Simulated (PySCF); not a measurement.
SMILES [CH3][Mg][GeH3], PBE0/def2-SVP optimised geometry.

```
9

Mg    -0.36    -0.04     0.00
C     -2.45    -0.04     0.00
H     -2.87     0.87    -0.48
H     -2.87    -0.08     1.02
H     -2.87    -0.90    -0.55
Ge     2.24    -0.04     0.00
H      2.87    -1.23     0.77
H      2.86    -0.11    -1.42
H      2.87     1.23     0.65
```

Density from PBE0/def2-TZVP in PySCF at that geometry.

Minimum of the electron density along straight lines between bonded atoms, close to the bond critical point (lines longer than 1.1 times the sum of covalent radii, or with two minima, are not listed):

```
bond     length / Å  ρ at the minimum / e bohr⁻³  ∇²ρ there / e bohr⁻⁵  position (fraction from the first atom)
-------  ----------  ---------------------------  --------------------  ---------------------------------------
Mg1–C2        2.094                        0.057                  0.25                                     0.42
C2–H3         1.104                        0.261                 -0.83                                     0.64
C2–H4         1.104                        0.261                 -0.83                                     0.64
C2–H5         1.104                        0.261                 -0.83                                     0.64
Mg1–Ge6       2.597                        0.039                  0.08                                     0.37
Ge6–H7        1.551                        0.127                  0.07                                     0.59
Ge6–H8        1.551                        0.127                  0.07                                     0.59
Ge6–H9        1.551                        0.127                  0.07                                     0.59
```
